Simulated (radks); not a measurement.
The arsenic anion As3-, [Kr], held by a Watson sphere: a shell of charge +2.66 at radius R that stands for the Madelung well of a crystal (potential energy -2.66/R inside, -2.66/r outside, in hartree with lengths in bohr). Method: scalar-relativistic Kohn-Sham, LDA (Slater exchange, Perdew-Wang correlation), spin-unpolarised, spherical densities, point nucleus; computed with a radial shooting solver on a logarithmic mesh with Libxc functionals. Response by self-consistent Sternheimer equations with the Hartree and adiabatic LDA kernel, the relativistic mass of each level held fixed and spin-orbit coupling left out. The sphere does not respond.

| R (bohr) | e(3d) (eV) | e(4s) (eV) | e(4p) (eV) | <r> 4p (bohr) | sum of <r^2> (bohr^2) | X-ray form factor at sin(theta)/lambda = 0.1 1/angstrom | alpha (bohr^3) |
|---|---|---|---|---|---|---|---|
| 2.82 | -36.130 | -12.426 | -4.129 | 2.739 | 72.60 | 31.857 | 65.38 |
| 3.14 | -35.942 | -11.794 | -3.709 | 2.868 | 78.32 | 31.663 | 81.90 |
| 3.43 | -35.833 | -11.322 | -3.353 | 2.984 | 83.69 | 31.501 | 100.6 |
| 3.56 | -35.794 | -11.139 | -3.203 | 3.035 | 86.16 | 31.433 | 110.2 |
| 3.65 | -35.770 | -11.021 | -3.103 | 3.070 | 87.89 | 31.387 | 117.5 |
| 4.84 | -35.562 | -10.018 | -2.063 | 3.523 | 112.8 | 30.911 | 264.0 |
| 5.13 | -35.531 | -9.883 | -1.880 | 3.630 | 119.6 | 30.828 | 318.3 |
